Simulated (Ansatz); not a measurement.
Cartesian coordinates in Å:
```
C -2.0629 -0.4037 0.1756
C -1.1566 -0.0101 -0.6766
Si 0.6566 -0.1031 -0.2666
O 1.3895 1.3532 -0.4640
O 0.7104 -0.6503 1.2815
H -2.0578 -0.8303 1.1702
H -1.4491 0.3926 -1.6487
H 1.4128 -0.9946 -1.1764
H 0.9843 2.1093 -0.0353
H 1.5728 -0.8632 1.6403
```

The species carries charge 0 and has multiplicity 2.

(1) List the ωB97M-V/def2-TZVPP orbital energies in eV (Ansatz 0.2.0). (Estimate.)

Results:

(1) Computed: α occupied: -1807.74, -526.23, -526.18, -282.32, -281.34, -148.65, -102.79, -102.78, -102.75, -31.26, -30.72, -24.31, -19.16, -18.28, -17.39, -15.09, -14.40, -14.06, -13.90, -12.49, -11.93, -11.71, -10.67, -8.46. α empty: 1.42, 2.33, 2.78, 3.65, 3.70, 4.47, 4.82, 5.08. β occupied: -1807.72, -526.23, -526.18, -281.93, -281.37, -148.64, -102.78, -102.75, -102.73, -31.25, -30.71, -23.88, -18.90, -17.94, -17.33, -14.83, -14.25, -13.89, -13.69, -12.22, -11.90, -11.53, -10.34. β empty: 0.10, 1.73, 2.41, 2.81, 3.67, 3.70, 4.58, 4.83. ⟨S²⟩ = 0.761.
